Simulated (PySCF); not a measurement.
Sb²⁺: excitation energy

Sb²⁺ [Kr] 4d10 5s2 5p1 (2P) → Sb²⁺ [Kr] 4d10 5s1 5p1 6s1 (4P), as a difference of total energies. Calculation: PySCF 2.14, in aug-cc-pVTZ-PP with one added diffuse shell each of d, f type with ECP28MDF (6s5p5d3f, 67 functions); a scalar-relativistic core potential. Correlated levels: valence: 4s2 4p6 4d10 frozen. The calculations carry no spin-orbit coupling.

| method | excitation energy (eV) |
| --- | --- |
| UHF | 17.766 |
| MP2 (valence) | 18.462 |
| SCS-MP2 (valence) | 18.749 |
| CCSD (valence) | 18.576 |
| CCSD(T) (valence) | 18.582 |

Q: How much does correlation contribute at CCSD(T) (valence)?

A: 18.582 − (17.766) = 0.816 eV, measured against UHF.

The promoted electron is Rydberg-like, and one or two diffuse shells describe it only roughly, which tends to raise the upper state.

The coupled-cluster amplitudes are large for the upper state (T1 above 0.03 or a double amplitude above 0.15), so a single reference is strained.
